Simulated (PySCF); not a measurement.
**Field gradients at the hydrogen positions**

Species: o-toluoyl chloride, C8H7ClO.
Z-matrix (Å and degrees, GFN2-xTB geometry), rows numbered from 1:
```
C 
C   1  1.4920
C   2  1.3900  1  119.20
C   3  1.3821  2  121.81  1  -179.65
C   4  1.3862  3  119.85  2    -0.22
C   5  1.3784  4  119.62  3    -0.25
C   6  1.3982  5  121.03  4     0.38
C   7  1.4605  2  119.22  1     0.55
O   8  1.1898  7  128.66  2    11.89
Cl  8  1.7884  7  114.20  2  -167.41
H   1  1.0873  2  110.54  3    -5.96
H   1  1.0890  2  110.27  3   114.56
H   1  1.0883  2  111.06  3  -127.28
H   3  1.0802  2  118.73  1     0.13
H   4  1.0798  3  119.93  2   179.52
H   5  1.0791  4  120.38  3   179.82
H   6  1.0780  5  119.73  4   179.71
```

Level: PBE0/pcSseg-1 (PySCF, non-relativistic); Q(2H) = 0.00286 b; rigid geometry, the same for H and D, with no vibrational averaging.

Task: Rank these positions by the coupling χzz of a deuteron there, largest first.
A. H17 (aromatic hydrogen)
B. H12 (methyl hydrogen)
C. H16 (aromatic hydrogen)

Result: C (220 kHz), A (215 kHz), B (208 kHz).

Task: What are Vzz, η and χzz (234.96 MHz × Q × Vzz) at all hydrogens?

Result: 
```csv
atom,bonded to,bond length (Å),Vzz (au),η,χzz (kHz)
H11,C1,1.087,0.3128,0.05,210
H12,C1,1.089,0.3090,0.04,208
H13,C1,1.088,0.3095,0.05,208
H14,C3,1.080,0.3245,0.08,218
H15,C4,1.080,0.3254,0.05,219
H16,C5,1.079,0.3275,0.07,220
H17,C6,1.078,0.3203,0.06,215
```

Task: How does χzz go with the bond length over the 7 C–H bonds?

Result: A straight-line fit has a slope of -10.1 kHz for each 0.01 Å, with a correlation coefficient of -0.93, over lengths from 1.078 to 1.089 Å. The longer bonds have the smaller couplings here.

Isolated species at its GFN2-xTB geometry (one conformer only). GFN2-xTB bond lengths can be off by several hundredths of an ångström, more for odd bonds, and the gradients follow them. The basis is small and wasn't made for field gradients, so the couplings can be 20 % off.
